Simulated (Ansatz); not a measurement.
Geometry optimisation, Ansatz 0.2.0, DFT PBE-D3(BJ), scalar-relativistic, plane waves, PAW.

Input file:

```yaml
crystal:
  lattice:
    - [0.0, 5.43, 5.43]
    - [5.43, 0.0, 5.43]
    - [5.43, 5.43, 0.0]
  atoms:
    - { symbol: Si, position: [0.0, 0.0, 0.0] }
    - { symbol: Si, position: [0.125, 0.125, 0.125] }
    - { symbol: Si, position: [0.0, 0.0, 0.5] }
    - { symbol: Si, position: [0.125, 0.125, 0.625] }
    - { symbol: Si, position: [0.0, 0.5, 0.0] }
    - { symbol: Si, position: [0.125, 0.625, 0.125] }
    - { symbol: Si, position: [0.0, 0.5, 0.5] }
    - { symbol: Si, position: [0.125, 0.625, 0.625] }
    - { symbol: Si, position: [0.5, 0.0, 0.0] }
    - { symbol: Si, position: [0.625, 0.125, 0.125] }
    - { symbol: Si, position: [0.5, 0.0, 0.5] }
    - { symbol: Si, position: [0.625, 0.125, 0.625] }
    - { symbol: Si, position: [0.5, 0.5, 0.0] }
    - { symbol: Si, position: [0.625, 0.625, 0.125] }
    - { symbol: Si, position: [0.5, 0.5, 0.5] }
    - { symbol: Si, position: [0.625, 0.625, 0.625] }
    - { symbol: Ge, position: [0.0626945, 0.3203773, 0.807246] }
basis:
  ecutwfc: 420.0
kpoints:
  mp_grid: { grid: [2, 2, 2] }
hamiltonian:
  xc: pbe
  dispersion: d3bj
  pseudopotentials: { kind: paw, azcp: { folder: soft_1 } }
scf:
  occupations: { method: gaussian, width: 0.02 }
  lower_state_search: "off"
relax:
  f_tol: 0.03
  max_steps: 60
  adjacent_minimum: "off"
```

Launched with:

```bash
$ ansatz run input.yaml --threads 1 --pin off --max-ram 3072MiB --backend cpu --events-out ev --progress --plain --runs-dir out
```

Task: Where does it end, and by what steps?

Result: The run converged. Limits of this set-up: coarse k mesh, a small cell, in which the defect meets its images. After 6 steps the energy has fallen by 1.607 eV; Si12 moved furthest, 0.46 Å.

```json
{"step": "0", "energy less start (eV)": "0.0000", "largest force component (eV/Å)": "3.447", "accepted": "yes"}
{"step": "1", "energy less start (eV)": "-1.2034", "largest force component (eV/Å)": "1.342", "accepted": "yes"}
{"step": "2", "energy less start (eV)": "-1.5644", "largest force component (eV/Å)": "0.161", "accepted": "yes"}
{"step": "3", "energy less start (eV)": "-1.5860", "largest force component (eV/Å)": "0.084", "accepted": "yes"}
{"step": "4", "energy less start (eV)": "-1.6054", "largest force component (eV/Å)": "0.074", "accepted": "yes"}
{"step": "5", "energy less start (eV)": "-1.6060", "largest force component (eV/Å)": "0.030", "accepted": "yes"}
{"step": "6", "energy less start (eV)": "-1.6069", "largest force component (eV/Å)": "0.019", "accepted": "yes"}
```

```xyz
17
Lattice="0.0000 5.4300 5.4300 5.4300 0.0000 5.4300 5.4300 5.4300 0.0000" Properties=species:S:1:pos:R:3
Si -0.121 0.121 -0.128
Si 1.480 1.486 1.238
Si 2.967 2.462 -0.249
Si 3.943 3.949 1.238
Si 2.846 0.120 2.839
Si 3.822 1.607 4.326
Si 5.309 2.583 2.839
Si 6.910 3.949 4.206
Si 0.087 2.738 2.632
Si 1.272 4.157 4.050
Si 2.691 5.342 2.632
Si 4.341 6.518 3.807
Si 2.449 2.981 5.700
Si 4.099 4.157 6.876
Si 5.517 5.343 5.458
Si 6.703 6.761 6.876
Ge 6.109 4.750 2.039
```

Time of the run: 39 s on 1 thread of Arm Neoverse V2 (shared host), peak memory 0.54 GiB.
